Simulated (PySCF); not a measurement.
From one molecule to another.

First species: C6H14Si2.
SMILES: `[SiH3][SiH2]C1=CCCCC1`

Second species: C6H14Si2.
SMILES: `C#C[SiH2]CC(C)(C)[SiH3]`

Levels: PBE0/pcSseg-1 for HOMO energy, LUMO energy and HOMO–LUMO gap. Geometries: GFN2-xTB. Each structure is a single optimised conformer of the isolated species, non-relativistic unless stated. Electronic properties by PySCF.

Dipoles, sizes and rotational constants follow the conformer. The torsions of the flexible species, by atom-mapped SMILES:
- `[CH:1]#[C:2][SiH2:3][CH2:4][C:5]([CH3:6])([CH3:7])[SiH3:8]`: C2–Si3–C4–C5 -178°, Si3–C4–C5–C6 176°

The conformers of `[SiH3][SiH2]C1=CCCCC1` aren't listed.

```tsv
property	column X	column Y
HOMO energy	-7.94 eV	-7.06 eV
LUMO energy	0.16 eV	-0.09 eV
HOMO–LUMO gap	8.10 eV	6.97 eV
```

Question: Which column belongs to which species?

Answer: Column X is the second species and column Y the first. The first has 22 atoms and 78 electrons, the second 22 and 78.

Question: How does each property change from the first species to the second?

Answer: HOMO energy -0.88 eV; LUMO energy +0.25 eV; HOMO–LUMO gap +1.13 eV.

